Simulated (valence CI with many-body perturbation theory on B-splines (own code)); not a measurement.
Results of a calculation; reference values are marked as such.
**Ag24+ in three bases**

Level of theory: valence CI with perturbative core correlation (CI+MBPT): five valence electrons over a frozen Dirac-Fock core [Ar], a basis of 7 s, 7 p, 8 d, 6 f, 4 g, 1 h functions for each j, with the one-electron correlation potential Σ1 (screened to all orders), the two-electron term Σ2, the three-electron term Σ3, Breit, model QED; selected single and double excitations, second order for the rest, scaled by the run's own slope (own B-spline code, finite nucleus).

No measured spectrum was set against this ion. As an estimate, terms of the open shell hold to 2 to 4 % of their energy, and close levels can change places. Among the levels kept, up to 570 cm⁻¹ of a level comes from second order outside the variational space, and about a tenth of that is noise between levels of different J, which matters for small intervals. Only levels of the ground parity were solved; by the run's estimate the other parity begins above the list, which can be wrong where configurations are misplaced.

The reference run has the lowest level 3d5 6S_5/2 and an ionisation energy of 1230.68 eV. Its largest variational space holds 20234 state functions.

Names give the largest LS component (configuration and term), which can be under half, so a name can repeat, a term be missing and a line seem to break the LS rules; names also repeat where a configuration has a term twice. Letters in brackets count levels of one name in rising energy.

Changed runs:
A. basis 6 s, 6 p, 5 d, 5 f, 1 g
B. basis 5 s, 5 p, 4 d, 4 f

Excitation energies of the reference run in cm⁻¹, and shifts in cm⁻¹:

```csv
Level,Reference,A,B
3d5 4G_5/2 [a],85863,+553,+1551
3d5 4G_7/2,114113,+456,+1521
3d5 4P_3/2,118065,+490,+1490
3d5 4G_11/2,118139,+431,+1448
3d5 4G_5/2 [b],123221,+422,+1374
3d5 4G_9/2,125290,+401,+1442
3d5 4P_1/2,134257,+491,+1433
3d5 4D_7/2,153031,+418,+1694
3d5 4D_5/2,161123,+564,+1845
3d5 2I_11/2,174135,+558,+1800
3d5 4D_1/2,175238,+408,+1610
3d5 4D_3/2,179353,+505,+1650
Ionisation energy (eV),1230.68,-0.08,-0.09
```
